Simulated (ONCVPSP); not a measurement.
# What one change does to a pseudopotential (Li, ONCV)

ONCVPSP 4.0.1 input, shortened (lines: element, Z, core and valence counts, functional; n l f; lmax; l rc ep ncon nbas qcut; lloc lpopt rc5 dvloc0; l nproj debl; icmod fcfact rcfact), BLYP, scalar-relativistic:

```
  Li 3.00    0    2  -106131      upf
    1    0    2.00
    2    0    1.00
    1
    0    0.90    0.00    4    8   12.10
    1    0.95    0.05    4    7   10.40
    4    3    0.90    2.00
    0    2    3.40
    1    1    0.30
    0    0.00    0.00
```

Change: s: rc 1.32.

Cutoffs: the cutoffs (Ha) at which the residual kinetic energy of the hardest occupied pseudo-wave falls to 1 and 0.1 mHa per electron; they do not see the model core or the augmentation charge, which bear on the density cutoff. Errors are all-electron minus pseudo energies relative to the spin-unpolarised reference configuration.

Q: Predict the effect on cutoff, ghosts and configuration errors.

A: The potential gets softer (55 Ha and 66 Ha → 40 Ha and 48 Ha); of the 4 tests that both files solve, the error grows in 1 and shrinks in 0 by more than 15 % and 0.3 meV (median size 0.3 → 0.4 meV); neither file shows a bound ghost. A larger radius leaves more room for a smooth pseudo-wave, so fewer plane waves are needed.

```tsv
quantity	base	changed
cutoff, loose	55 Ha	40 Ha
cutoff, tight	66 Ha	48 Ha
bound ghosts	none	none
GHOST(+) flags under 300 eV	none	none
error for 1s2 2s0, meV [ΔE 5.32 eV]	+0.2	+0.3
error for 1s2 2s0.5, meV [ΔE 2.01 eV]	0.0	0.0
error for 1s2 2s0 2p1, meV [ΔE 1.80 eV]	+0.3	+0.5
error for 1s1 2s1, meV [ΔE 68.70 eV]	+433	+977
p: phases at 0.96 bohr within 0.05 rad from the reference energy up to (Ha; the scan ends near 5)	to the end of the scan	to the end of the scan
```
